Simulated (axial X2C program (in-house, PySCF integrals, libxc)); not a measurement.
Worked dissociation energy of Sb₂: PBE0, 2c

All values were computed with an in-house all-electron X2C program for linear molecules (integrals from PySCF). Two-component (2c) means X2C with spin–orbit coupling and atomic mean-field two-electron Coulomb and Gaunt terms. Basis: Sb dyall-cv3z [11s12p8d4f1g] (cores contracted in-house); Gaussian nuclei, density fitting, unrestricted open shells. Masses: Sb 120.904 u.

Molecular state: Ω = 0 (closed shell).

* E(Sb) (2M_J = 3): -6477.742895 hartree
* E(Sb₂) at Re: -12955.583951 hartree
* ωe: 294.5 cm⁻¹
* ωexe: 0.423 cm⁻¹

(1) Work out De and D0.

The state is a single determinant with fixed occupations, the lowest that a limited PBE0 search found. Closed shells are restricted here (equal orbitals for both partners); the stretched side of such a curve lies too high. Dissociation energies refer to the lowest single-determinant-based atoms at the same level and basis.

Each atomic determinant is the lowest at this level and need not be a pure J level. Totals compare only within one Hamiltonian and basis.

## Answers

(1) De = -6477.742895 + (-6477.742895) − (-12955.583951) = 0.09816 hartree = 2.671 eV. The zero-point energy is ωe/2 − ωexe/4 = 147 cm⁻¹ = 0.018 eV, so D0 = 2.653 eV.
